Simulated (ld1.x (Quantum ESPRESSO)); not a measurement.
u(r) = r·R(r): atom against pseudo-atom (Pr)

Columns: radius, all-electron u(r) and pseudo u(r) of the 4f shell (level -1.25 eV) of praseodymium in the configuration [Kr] 4d10 4f3 5s2 5p6 5d0 6s2 6p0; PBE, scalar-relativistic, TM scheme, ld1.x (Quantum ESPRESSO) 7.5.

```tsv
r (bohr)	all-electron	pseudo
0.159	0.1443	0.0095
0.318	0.5337	0.1229
0.477	0.8121	0.4324
0.636	0.9157	0.8158
0.795	0.9063	1.0414
0.954	0.8454	1.0348
1.113	0.7673	0.8971
1.272	0.6879	0.7447
1.431	0.6132	0.6279
1.590	0.5450	0.5464
1.749	0.4838	0.4838
1.908	0.4296	0.4296
2.067	0.3819	0.3819
2.226	0.3401	0.3401
2.385	0.3038	0.3038
2.544	0.2720	0.2720
2.703	0.2445	0.2445
2.862	0.2204	0.2204
3.021	0.1994	0.1994
3.180	0.1811	0.1811
3.339	0.1650	0.1650
3.498	0.1509	0.1509
3.657	0.1384	0.1384
3.816	0.1273	0.1273
3.975	0.1174	0.1174
4.134	0.1084	0.1084
```

(1) How many radial nodes do the two functions have?

(2) At about which radius was the pseudo-wave matched?

(3) Is the pseudo-wave norm-conserving?

Results:

(1) The all-electron 4f function has n − l − 1 = 0; the pseudo-wave has 0.

(2) 1.80 bohr, where the columns begin to agree (steps of 0.16 bohr).

(3) Yes: the TM scheme keeps the norm inside the radius equal to the all-electron one, which fixes the energy derivative of the logarithmic derivative at the level.
